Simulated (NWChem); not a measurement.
BiCl₂F; SMILES [F][Bi]([Cl])[Cl]

All runs: NWChem. Geometry: optimised at PBE-D3(BJ)/def2-SVP. def2 effective core potentials on Bi; no spin-orbit coupling. B3LYP is NWChem's, with the RPA form of VWN correlation. Vertical excitations in the gas phase; the lowest state need not have the same character in each row.

```
level                                      lowest excitation, singlet (eV)  orbital gap (eV)
-----------------------------------------  -------------------------------  ----------------
PBE/def2-SVP, TDA                                                     4.73              4.55
B3LYP/def2-SVP, TDA                                                   5.11              6.06
LDA (Slater exchange, VWN5)/def2-SVP, TDA                             4.63              4.44
CAM-B3LYP/def2-SVP, TDA                                               5.42              8.72
```
